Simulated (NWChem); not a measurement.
System: C3H4O2; SMILES O=C1COC1

Here is an NWChem input.

```
start job
memory heap 200 mb stack 900 mb global 1100 mb
geometry units angstroms noautoz
  O      0.000000     0.000000     1.866112
  C      0.000000     0.000000     0.663226
  C      0.000000     1.053520    -0.454240
  O      0.000000     0.000000    -1.438995
  C      0.000000    -1.053520    -0.454240
  H      0.906462     1.702195    -0.492184
  H     -0.906462     1.702195    -0.492184
  H      0.906462    -1.702195    -0.492184
  H     -0.906462    -1.702195    -0.492184
end
basis spherical
  * library 6-31g*
end
dft
  xc xpbe96 cpbe96
  iterations 150
  mulliken
end
task dft energy
```

Geometry: optimised at PBE-D3(BJ)/def2-SVP.

**Question.** Give the results of this calculation. (PBE/6-31G* (spherical d).) Quantities: energy (Ha); highest occupied level (eV); orbital gap (eV); dipole (D).

**Answer.** 
- energy (Ha): -266.81
- highest occupied level (eV): -5.91
- orbital gap (eV): 3.95
- dipole (D): 0.75
